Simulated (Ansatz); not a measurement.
These are r2SCAN-D4/def2-SVP run with Ansatz (a quantum-chemistry and plane-wave program) values and carry that method's errors. No frequencies were computed at this level.

Ansatz 0.2 input:
```yaml
crystal:
  periodic: [false, false, false]
  atoms:
    - { symbol: Nb, position_ang: [-0.030007, -0.048093, -0.021536] }
    - { symbol: Cl, position_ang: [1.567028, -0.871098, -1.403646] }
    - { symbol: Cl, position_ang: [1.222366, 1.536721, 0.986406] }
    - { symbol: Cl, position_ang: [0.211467, -1.534076, 1.660318] }
    - { symbol: N, position_ang: [-1.621503, -1.049238, -0.587697] }
    - { symbol: H, position_ang: [-1.871407, -1.958679, -0.201606] }
    - { symbol: H, position_ang: [-2.379874, -0.800142, -1.221566] }
    - { symbol: N, position_ang: [-0.836552, 1.375546, -1.107511] }
    - { symbol: H, position_ang: [-1.679151, 1.385172, -1.681016] }
    - { symbol: H, position_ang: [-0.477255, 2.329042, -1.127557] }
basis:
  gaussian: { orbitals: def2-svp }
hamiltonian:
  xc: r2scan
  dispersion: d4
relax:
  max_steps: 150
```

Output:

```
[...]
these checks for a lower state are left out or cut short: starts, cluster_reference, orbital_swaps, neighbouring_geometries, increment
1438 factors; their error is unknown
mean field -42153.48888379 eV, -1549.1121438183 hartree, gradient 9.4e-6 eV, S^2 0.000000; 0 other end points of the search recorded, 0 dependent functions left out
reference -42153.48891147 eV, -1549.1121448354 hartree; 41, 41 occupied and 92, 92 virtual orbitals, 1438 factors
relax step  10: F+E_penalty+E_count = -42153.57388016 eV  Δ(F+E_penalty+E_count) = -5.595e-3 eV  max|allowed force component| = 1.033e-1 eV/Å  Δτ_max = 0.0989 Å  (33 SCF iters, accepted)
these checks for a lower state are left out or cut short: starts, cluster_reference, orbital_swaps, neighbouring_geometries, increment
1438 factors; their error is unknown
mean field -42153.49275407 eV, -1549.1122860483 hartree, gradient 1.7e-5 eV, S^2 0.000000; 0 other end points of the search recorded, 0 dependent functions left out
reference -42153.49278184 eV, -1549.1122870689 hartree; 41, 41 occupied and 92, 92 virtual orbitals, 1438 factors
relax step  11: F+E_penalty+E_count = -42153.57767198 eV  Δ(F+E_penalty+E_count) = -3.792e-3 eV  max|allowed force component| = 3.840e-1 eV/Å  Δτ_max = 0.1463 Å  (35 SCF iters, accepted)
these checks for a lower state are left out or cut short: starts, cluster_reference, orbital_swaps, neighbouring_geometries, increment
1438 factors; their error is unknown
mean field evaluation 96: about -42153.4994 eV, gradient 2.4e-1 eV
mean field -42153.49954960 eV, -1549.1125357797 hartree, gradient 1.3e-5 eV, S^2 0.000000; 0 other end points of the search recorded, 0 dependent functions left out
reference -42153.49957744 eV, -1549.1125368028 hartree; 41, 41 occupied and 92, 92 virtual orbitals, 1438 factors
relax step  12: F+E_penalty+E_count = -42153.58449584 eV  Δ(F+E_penalty+E_count) = -6.824e-3 eV  max|allowed force component| = 2.228e-1 eV/Å  Δτ_max = 0.0524 Å  (34 SCF iters, accepted)
these checks for a lower state are left out or cut short: starts, cluster_reference, orbital_swaps, neighbouring_geometries, increment
1438 factors; their error is unknown
mean field -42153.51058110 eV, -1549.1129411798 hartree, gradient 2.4e-5 eV, S^2 0.000000; 0 other end points of the search recorded, 0 dependent functions left out
reference -42153.51060900 eV, -1549.1129422051 hartree; 41, 41 occupied and 92, 92 virtual orbitals, 1438 factors
relax step  13: F+E_penalty+E_count = -42153.59551116 eV  Δ(F+E_penalty+E_count) = -1.102e-2 eV  max|allowed force component| = 3.079e-1 eV/Å  Δτ_max = 0.1449 Å  (40 SCF iters, accepted)
these checks for a lower state are left out or cut short: starts, cluster_reference, orbital_swaps, neighbouring_geometries, increment
1438 factors; their error is unknown
mean field -42153.52326431 eV, -1549.1134072790 hartree, gradient 2.3e-5 eV, S^2 0.000000; 0 other end points of the search recorded, 0 dependent functions left out
reference -42153.52329234 eV, -1549.1134083092 hartree; 41, 41 occupied and 92, 92 virtual orbitals, 1438 factors
relax step  14: F+E_penalty+E_count = -42153.60806945 eV  Δ(F+E_penalty+E_count) = -1.256e-2 eV  max|allowed force component| = 6.124e-1 eV/Å  Δτ_max = 0.1983 Å  (40 SCF iters, accepted)
these checks for a lower state are left out or cut short: starts, cluster_reference, orbital_swaps, neighbouring_geometries, increment
1438 factors; their error is unknown
mean field -42153.56424927 eV, -1549.1149134486 hartree, gradient 2.7e-5 eV, S^2 0.000000; 0 other end points of the search recorded, 0 dependent functions left out
reference -42153.56427738 eV, -1549.1149144815 hartree; 41, 41 occupied and 92, 92 virtual orbitals, 1438 factors
relax step  15: F+E_penalty+E_count = -42153.64955994 eV  Δ(F+E_penalty+E_count) = -4.149e-2 eV  max|allowed force component| = 2.507e-1 eV/Å  Δτ_max = 0.1999 Å  (40 SCF iters, accepted)
these checks for a lower state are left out or cut short: starts, cluster_reference, orbital_swaps, neighbouring_geometries, increment
1438 factors; their error is unknown
mean field evaluation 128: about -42153.5956 eV, gradient 2.3e-1 eV
mean field -42153.59573788 eV, -1549.1160706337 hartree, gradient 1.4e-5 eV, S^2 0.000000; 0 other end points of the search recorded, 0 dependent functions left out
reference -42153.59576605 eV, -1549.1160716688 hartree; 41, 41 occupied and 92, 92 virtual orbitals, 1438 factors
relax step  16: F+E_penalty+E_count = -42153.68105144 eV  Δ(F+E_penalty+E_count) = -3.149e-2 eV  max|allowed force component| = 2.180e-1 eV/Å  Δτ_max = 0.2000 Å  (40 SCF iters, accepted)
these checks for a lower state are left out or cut short: starts, cluster_reference, orbital_swaps, neighbouring_geometries, increment
1438 factors; their error is unknown
mean field -42153.60599678 eV, -1549.1164476414 hartree, gradient 1.4e-5 eV, S^2 0.000000; 0 other end points of the search recorded, 0 dependent functions left out
reference -42153.60602500 eV, -1549.1164486785 hartree; 41, 41 occupied and 92, 92 virtual orbitals, 1438 factors
relax step  17: F+E_penalty+E_count = -42153.69112065 eV  Δ(F+E_penalty+E_count) = -1.007e-2 eV  max|allowed force component| = 7.215e-1 eV/Å  Δτ_max = 0.1953 Å  (40 SCF iters, accepted)
these checks for a lower state are left out or cut short: starts, cluster_reference, orbital_swaps, neighbouring_geometries, increment
1438 factors; their error is unknown
mean field -42153.56251084 eV, -1549.1148495623 hartree, gradient 1.8e-5 eV, S^2 0.000000; 0 other end points of the search recorded, 0 dependent functions left out
reference -42153.56253906 eV, -1549.1148505995 hartree; 41, 41 occupied and 92, 92 virtual orbitals, 1438 factors
relax step  18: F+E_penalty+E_count = -42153.64748474 eV  Δ(F+E_penalty+E_count) = +4.364e-2 eV  max|allowed force component| = 1.144e0 eV/Å  Δτ_max = 0.1713 Å  (35 SCF iters, rejected (line search))
these checks for a lower state are left out or cut short: starts, cluster_reference, orbital_swaps, neighbouring_geometries, increment
1438 factors; their error is unknown
mean field -42153.62545958 eV, -1549.1171628861 hartree, gradient 1.8e-5 eV, S^2 0.000000; 0 other end points of the search recorded, 0 dependent functions left out
reference -42153.62548785 eV, -1549.1171639247 hartree; 41, 41 occupied and 92, 92 virtual orbitals, 1438 factors
relax step  19: F+E_penalty+E_count = -42153.71068798 eV  Δ(F+E_penalty+E_count) = -1.957e-2 eV  max|allowed force component| = 1.165e-1 eV/Å  Δτ_max = 0.0857 Å  (35 SCF iters, accepted)
these checks for a lower state are left out or cut short: starts, cluster_reference, orbital_swaps, neighbouring_geometries, increment
1438 factors; their error is unknown
mean field evaluation 160: about -42153.6312 eV, gradient 1.3e-5 eV
mean field -42153.63121595 eV, -1549.1173744287 hartree, gradient 1.3e-5 eV, S^2 0.000000; 0 other end points of the search recorded, 0 dependent functions left out
reference -42153.63124428 eV, -1549.1173754698 hartree; 41, 41 occupied and 92, 92 virtual orbitals, 1438 factors
relax step  20: F+E_penalty+E_count = -42153.71647872 eV  Δ(F+E_penalty+E_count) = -5.791e-3 eV  max|allowed force component| = 5.796e-2 eV/Å  Δτ_max = 0.1000 Å  (35 SCF iters, accepted)
these checks for a lower state are left out or cut short: starts, cluster_reference, orbital_swaps, neighbouring_geometries, increment
1438 factors; their error is unknown
mean field -42153.63531627 eV, -1549.1175251128 hartree, gradient 1.5e-5 eV, S^2 0.000000; 0 other end points of the search recorded, 0 dependent functions left out
reference -42153.63534456 eV, -1549.1175261522 hartree; 41, 41 occupied and 92, 92 virtual orbitals, 1438 factors
relax step  21: F+E_penalty+E_count = -42153.72049825 eV  Δ(F+E_penalty+E_count) = -4.020e-3 eV  max|allowed force component| = 1.805e-1 eV/Å  Δτ_max = 0.1448 Å  (42 SCF iters, accepted)
these checks for a lower state are left out or cut short: starts, cluster_reference, orbital_swaps, neighbouring_geometries, increment
1438 factors; their error is unknown
mean field -42153.63794348 eV, -1549.1176216608 hartree, gradient 1.5e-5 eV, S^2 0.000000; 0 other end points of the search recorded, 0 dependent functions left out
reference -42153.63797182 eV, -1549.1176227024 hartree; 41, 41 occupied and 92, 92 virtual orbitals, 1438 factors
relax step  22: F+E_penalty+E_count = -42153.72317916 eV  Δ(F+E_penalty+E_count) = -2.681e-3 eV  max|allowed force component| = 8.947e-2 eV/Å  Δτ_max = 0.0336 Å  (36 SCF iters, accepted)
these checks for a lower state are left out or cut short: starts, cluster_reference, orbital_swaps, neighbouring_geometries, increment
1438 factors; their error is unknown
mean field -42153.63831001 eV, -1549.1176351305 hartree, gradient 1.5e-5 eV, S^2 0.000000; 0 other end points of the search recorded, 0 dependent functions left out
reference -42153.63833837 eV, -1549.1176361727 hartree; 41, 41 occupied and 92, 92 virtual orbitals, 1438 factors
relax step  23: F+E_penalty+E_count = -42153.72356931 eV  Δ(F+E_penalty+E_count) = -3.902e-4 eV  max|allowed force component| = 1.559e-1 eV/Å  Δτ_max = 0.0251 Å  (36 SCF iters, accepted)
these checks for a lower state are left out or cut short: starts, cluster_reference, orbital_swaps, neighbouring_geometries, increment
1438 factors; their error is unknown
mean field -42153.63965680 eV, -1549.1176846243 hartree, gradient 1.6e-5 eV, S^2 0.000000; 0 other end points of the search recorded, 0 dependent functions left out
reference -42153.63968521 eV, -1549.1176856684 hartree; 41, 41 occupied and 92, 92 virtual orbitals, 1438 factors
relax step  24: F+E_penalty+E_count = -42153.72493754 eV  Δ(F+E_penalty+E_count) = -1.368e-3 eV  max|allowed force component| = 9.650e-2 eV/Å  Δτ_max = 0.0468 Å  (35 SCF iters, accepted)
these checks for a lower state are left out or cut short: starts, cluster_reference, orbital_swaps, neighbouring_geometries, increment
1438 factors; their error is unknown
mean field evaluation 192: about -42153.7146 eV, gradient 5.9e-2 eV
mean field -42153.64010222 eV, -1549.1177009929 hartree, gradient 1.6e-5 eV, S^2 0.000000; 0 other end points of the search recorded, 0 dependent functions left out
reference -42153.64013066 eV, -1549.1177020382 hartree; 41, 41 occupied and 92, 92 virtual orbitals, 1438 factors
relax step  25: F+E_penalty+E_count = -42153.72539035 eV  Δ(F+E_penalty+E_count) = -4.528e-4 eV  max|allowed force component| = 6.503e-2 eV/Å  Δτ_max = 0.0551 Å  (33 SCF iters, accepted)
these checks for a lower state are left out or cut short: starts, cluster_reference, orbital_swaps, neighbouring_geometries, increment
1438 factors; their error is unknown
mean field -42153.63343637 eV, -1549.1174560275 hartree, gradient 1.5e-5 eV, S^2 0.000000; 0 other end points of the search recorded, 0 dependent functions left out
reference -42153.63346480 eV, -1549.1174570724 hartree; 41, 41 occupied and 92, 92 virtual orbitals, 1438 factors
relax step  26: F+E_penalty+E_count = -42153.71881575 eV  Δ(F+E_penalty+E_count) = +6.575e-3 eV  max|allowed force component| = 1.723e-1 eV/Å  Δτ_max = 0.0622 Å  (36 SCF iters, rejected (line search))
these checks for a lower state are left out or cut short: starts, cluster_reference, orbital_swaps, neighbouring_geometries, increment
1438 factors; their error is unknown
mean field -42153.64103092 eV, -1549.1177351223 hartree, gradient 1.5e-5 eV, S^2 0.000000; 0 other end points of the search recorded, 0 dependent functions left out
reference -42153.64105937 eV, -1549.1177361678 hartree; 41, 41 occupied and 92, 92 virtual orbitals, 1438 factors
relax step  27: F+E_penalty+E_count = -42153.72638166 eV  Δ(F+E_penalty+E_count) = -9.913e-4 eV  max|allowed force component| = 1.785e-2 eV/Å  Δτ_max = 0.0175 Å  (36 SCF iters, accepted)
these checks for a lower state are left out or cut short: starts, cluster_reference, orbital_swaps, neighbouring_geometries, increment
1438 factors; their error is unknown
mean field -42153.64113509 eV, -1549.1177389504 hartree, gradient 1.5e-5 eV, S^2 0.000000; 0 other end points of the search recorded, 0 dependent functions left out
reference -42153.64116354 eV, -1549.1177399959 hartree; 41, 41 occupied and 92, 92 virtual orbitals, 1438 factors
relax step  28: F+E_penalty+E_count = -42153.72646531 eV  Δ(F+E_penalty+E_count) = -8.365e-5 eV  max|allowed force component| = 9.326e-3 eV/Å  Δτ_max = 0.0063 Å  (37 SCF iters, accepted)
1438 factors; their error is unknown
mean field evaluation 224: about -42147.3175 eV, gradient 5.1e1 eV
mean field -42153.64113509 eV, -1549.1177389504 hartree, gradient 3.3e-5 eV, S^2 0.000000; 1 other end points of the search recorded, 0 dependent functions left out
reference -42153.64116354 eV, -1549.1177399959 hartree; 41, 41 occupied and 92, 92 virtual orbitals, 1438 factors
Total energy: -42153.72649376 eV, -1549.1208758236 hartree
Atom 0 at    -0.065510     0.016618    -0.216037 Å, force     0.009326    -0.002701     0.003071 eV/Å
Atom 1 at     1.078105    -0.614481    -2.174877 Å, force    -0.000491     0.001291    -0.000501 eV/Å
Atom 2 at     1.943531     0.799483     0.716883 Å, force    -0.002312    -0.001542    -0.001023 eV/Å
Atom 3 at    -0.912002    -0.410818     1.938826 Å, force    -0.000909     0.001126     0.000243 eV/Å
Atom 4 at    -1.315297    -1.420113    -0.749760 Å, force    -0.007913    -0.003906    -0.002280 eV/Å
Atom 5 at    -1.943005    -1.889222    -0.096551 Å, force     0.004813     0.002405    -0.002060 eV/Å
Atom 6 at    -1.212416    -1.964062    -1.606654 Å, force     0.001688     0.002724     0.004403 eV/Å
Atom 7 at    -0.987169     1.621619    -0.741268 Å, force    -0.004977     0.003260    -0.002024 eV/Å
Atom 8 at    -1.901881     1.680285    -1.185227 Å, force    -0.000354     0.000758    -0.000923 eV/Å
Atom 9 at    -0.579245     2.545847    -0.590747 Å, force     0.001130    -0.003414     0.001094 eV/Å
Dipole moment:    -0.753359     0.127682    -0.370420 e Å
```

Cost: around 8 core-minutes (rough).
